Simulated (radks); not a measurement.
All-electron atom: the manganese ion Mn5+ in [Ar] 3d2.

Method: scalar-relativistic Kohn-Sham, BLYP, spin-unpolarised, spherical densities, point nucleus; computed with a radial shooting solver on a logarithmic mesh with Libxc functionals.

Energy parts (Ry):
total: -2304.06967
kinetic: 2330.01244
electron-nucleus: -5376.70803
Hartree: 842.23027
exchange-correlation: -99.60436

Orbitals (lengths in bohr, moments of r in powers of bohr):
orbital  occ.  eigenvalue (Ry)       <r^4>
1s          2        -478.9265  0.00006401
2s          2        -61.03454     0.01485
2p          6        -52.67840     0.01147
3s          2        -12.12510      0.9363
3p          6         -9.76522       1.181
3d          2         -6.06159       1.997

The highest occupied level is 3d at -82.472 eV. The density falls to 0.001 e/bohr^3 at r = 2.35 bohr.
